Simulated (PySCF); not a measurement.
Compound: C5H9FOS.
Numbering: `[CH3:1][S@@:2](=[O:3])[CH2:4][C@H:5]1[CH2:6][C@H:7]1[F:8]` (hydrogens: H9, H10, H11 on C1; H12, H13 on C4; H14 on C5; H15, H16 on C6; H17 on C7)

Structure used (GFN2-xTB), in Å, numbered top down from 1:
```
atom  x, y, z in Å
C1     2.8805    0.2503    0.3628
S2     1.4032    0.1351   -0.7439
O3     1.5502   -1.1140   -1.4902
C4     0.2159   -0.2643    0.6428
C5    -1.1464   -0.4692    0.0476
C6    -2.3778   -0.2326    0.8850
C7    -2.0170    0.7237   -0.2042
F8    -1.5405    1.9497    0.1649
H9     2.7341    1.0801    1.0440
H10    3.7455    0.4338   -0.2659
H11    3.0119   -0.6822    0.8998
H12    0.2248    0.5785    1.3297
H13    0.5696   -1.1693    1.1343
H14   -1.1803   -1.2607   -0.6909
H15   -3.2397   -0.8662    0.7500
H16   -2.2276    0.1045    1.8992
H17   -2.6134    0.8150   -1.1024
```

Computed, not measured: PySCF 2.14.0, density-fitted response routines, TDDFT CAM-B3LYP/def2-SVPD, vertical, gas phase, core orbitals frozen in the response.

Transition dipole moments from the ground state, in atomic units and in the frame of the coordinates above (overall signs are arbitrary), for the states with f of 0.002 or more among the lowest 7:

```
state  E (eV)      μx      μy      μz
   S1   6.000  -0.670  -0.090   0.157
   S2   6.078   0.218   0.199   0.144
   S3   6.685   0.088  -0.101  -0.113
   S4   7.015   0.140  -0.561   0.371
   S5   7.073   0.097   0.088  -0.107
   S6   7.259  -0.122   0.084  -0.268
   S7   7.386   0.023   0.080  -0.343
```

(1) Work out the oscillator strengths.

(2) Which bond between heavy atoms lies closest to the direction of the S4 transition dipole?

(3) What angle do the transition dipoles of S4 and S6 make?

(4) What peak molar absorption coefficient would the strongest computed level give as a lone Gaussian band 0.5 eV wide at half height?

Answers

(1) f = (2/3) ΔE |μ|² with ΔE in hartree (27.2114 eV).

```
state  |μ|² (au)  |μ| (D)      f
   S1      0.481     1.76  0.071
   S2      0.108     0.84  0.016
   S3      0.031     0.45  0.005
   S4      0.472     1.75  0.081
   S5      0.029     0.43  0.005
   S6      0.094     0.78  0.017
   S7      0.125     0.90  0.023
```

(2) C6–C7 and C5–C7, at 30° from it; next C7–F8 at 59°.

(3) |cos θ| = |μa·μb| / (|μa| |μb|) = 0.78, so θ ≈ 39° (taken between 0 and 90°, since the signs are arbitrary).

(4) ε(max) = 2.175×10⁸ f / FWHM, with the width in cm⁻¹. S4: 2.175×10⁸ × 0.0811 / 4033 ≈ 4400 L mol⁻¹ cm⁻¹.

One conformer stands for the species.
